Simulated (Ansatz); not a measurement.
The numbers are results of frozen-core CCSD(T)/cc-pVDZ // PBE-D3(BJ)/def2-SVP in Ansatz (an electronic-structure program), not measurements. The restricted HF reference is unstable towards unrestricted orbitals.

Ansatz 0.2 input:
```yaml
crystal:
  periodic: [false, false, false]
  atoms:
    - { symbol: F, position_ang: [4.731231, -0.121204, 0.028652] }
    - { symbol: C, position_ang: [3.41637, 0.055156, 0.102913] }
    - { symbol: C, position_ang: [2.44606, -0.768707, -0.39803] }
    - { symbol: C, position_ang: [1.12884, -0.250607, -0.12442] }
    - { symbol: C, position_ang: [-0.132857, -0.788877, -0.465742] }
    - { symbol: C, position_ang: [-1.318724, -0.126033, -0.105382] }
    - { symbol: Si, position_ang: [-2.998772, -0.857641, -0.553089] }
    - { symbol: C, position_ang: [-1.235635, 1.100606, 0.609451] }
    - { symbol: C, position_ang: [-0.004858, 1.661977, 0.963394] }
    - { symbol: C, position_ang: [1.168332, 0.983836, 0.595164] }
    - { symbol: S, position_ang: [2.816256, 1.493447, 0.926622] }
    - { symbol: H, position_ang: [2.664716, -1.699792, -0.935509] }
    - { symbol: H, position_ang: [-0.171429, -1.739115, -1.021726] }
    - { symbol: H, position_ang: [-3.832437, 0.140227, -1.313405] }
    - { symbol: H, position_ang: [-3.769041, -1.245681, 0.682343] }
    - { symbol: H, position_ang: [-2.792847, -2.081831, -1.403032] }
    - { symbol: H, position_ang: [-2.157163, 1.632135, 0.896074] }
    - { symbol: H, position_ang: [0.041959, 2.612105, 1.515719] }
basis:
  gaussian: { orbitals: cc-pVDZ }
correlation:
  method: ccsd_t
```

Output:

```
Functional definition: HF
1862 factors; integrals over basis functions are off by at most 9.9e-4 eV
mean field evaluation 1: about -29733.7106 eV, gradient 4.2e1 eV
mean field evaluation 2: about -29734.1839 eV, gradient 4.2e1 eV
mean field evaluation 4: about -29739.8187 eV, gradient 6.6e0 eV
mean field evaluation 8: about -29739.9899 eV, gradient 4.9e-1 eV
mean field evaluation 16: about -29737.9997 eV, gradient 2.4e1 eV
mean field -29739.99189732 eV, -1092.9245437361 hartree, gradient 6.6e-6 eV, S^2 0.000000; 0 other end points of the search recorded, 0 dependent functions left out; unrestricted orbitals would lower it
19 core orbitals not correlated
reference -29739.99189732 eV, -1092.9245437361 hartree; 28, 28 occupied and 150, 150 virtual orbitals, 1862 factors
second order -39.65873770 eV of doubles, -0.00000000 eV of singles
cycle   1  -39.73591566 eV  change   -7.7e-2 eV  update   1.7e-1
cycle   2  -40.95098775 eV  change    -1.2e0 eV  update   5.5e-2
cycle   3  -41.23746310 eV  change   -2.9e-1 eV  update   2.5e-2
cycle   4  -41.23456166 eV  change    2.9e-3 eV  update   7.2e-3
cycle   5  -41.23431431 eV  change    2.5e-4 eV  update   3.6e-3
cycle   6  -41.23579468 eV  change   -1.5e-3 eV  update   1.1e-3
cycle   7  -41.23534099 eV  change    4.5e-4 eV  update   4.9e-4
cycle   8  -41.23511863 eV  change    2.2e-4 eV  update   2.3e-4
cycle   9  -41.23517085 eV  change   -5.2e-5 eV  update   1.1e-4
cycle  10  -41.23518959 eV  change   -1.9e-5 eV  update   4.7e-5
perturbative correction -1.80971203 eV, -0.0665056906 hartree
Total energy: -29783.03679895 eV, -1094.5064146939 hartree
```

Cost: roughly 13 core-minutes.
